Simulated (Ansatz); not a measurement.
Geometry optimisation, Ansatz, RKS revPBE/def2-SVP.

Input:

```yaml
crystal:
  periodic: [false, false, false]
  atoms:
    - { symbol: Ti, position_ang: [-0.372677, -0.191579, 0.450389] }
    - { symbol: Cl, position_ang: [0.774991, 1.289903, -2.993248] }
    - { symbol: Cl, position_ang: [-1.779179, -1.260838, -0.854765] }
    - { symbol: Cl, position_ang: [-0.836444, 1.923757, 0.789901] }
    - { symbol: O, position_ang: [-0.182367, -1.037994, 1.967077] }
    - { symbol: H, position_ang: [1.300612, 0.60643, -1.994461] }
    - { symbol: H, position_ang: [1.334942, -0.299798, -0.305027] }
    - { symbol: H, position_ang: [-0.239777, -1.029881, 2.940133] }
basis:
  gaussian: { orbitals: def2-SVP }
hamiltonian:
  xc: revpbe
relax:
  f_tol: 0.03
  max_steps: 50
```

Command:

```bash
$ ansatz run input.yaml --threads 2 --pin off --max-ram 3072MiB --backend cpu --events-out ev --progress --plain --runs-dir out
```

Q: Where does it end, and by what steps?

A: The run converged. The force dipped under the threshold on the way, but the program's further checks kept it going. After 23 steps the energy has fallen by 0.131 eV; Cl2 moved furthest, 1.07 Å.

```
step  energy less start (eV)  largest force component (eV/Å)  accepted
   0                  0.0000                           1.056       yes
   1                 -0.0570                           1.172       yes
   2                 -0.1070                           0.495       yes
   3                 -0.0932                           0.676        no
   4                 -0.1166                           0.246       yes
   5                 -0.1191                           0.292       yes
   6                 -0.1228                           0.391       yes
   7                 -0.1237                           0.384       yes
   8                 -0.1258                           0.034       yes
   9                 -0.1266                           0.045       yes
  10                 -0.1267                           0.226       yes
  11                 -0.1274                           0.068       yes
  12                 -0.1278                           0.177       yes
  13                 -0.1285                           0.077       yes
  14                 -0.1286                           0.069       yes
  15                 -0.1292                           0.013       yes
  16                 -0.1294                           0.054       yes
  17                 -0.1296                           0.053       yes
  18                 -0.1297                           0.116       yes
  19                 -0.1300                           0.061       yes
  20                 -0.1302                           0.004       yes
  21                 -0.1304                           0.012       yes
  22                 -0.1304                           0.070       yes
  23                 -0.1306                           0.027       yes
```

```xyz
8
Properties=species:S:1:pos:R:3
Ti -0.659 -0.174 0.526
Cl 1.820 1.082 -3.090
Cl -2.133 -1.325 -0.632
Cl -1.240 1.875 1.050
O 0.030 -1.074 1.867
H 1.226 0.640 -2.005
H 0.670 0.023 -0.522
H 0.287 -1.047 2.806
```

Run time: 120 s on 2 threads of Arm Neoverse N1, with other jobs on the host, peak memory 0.2 GiB.
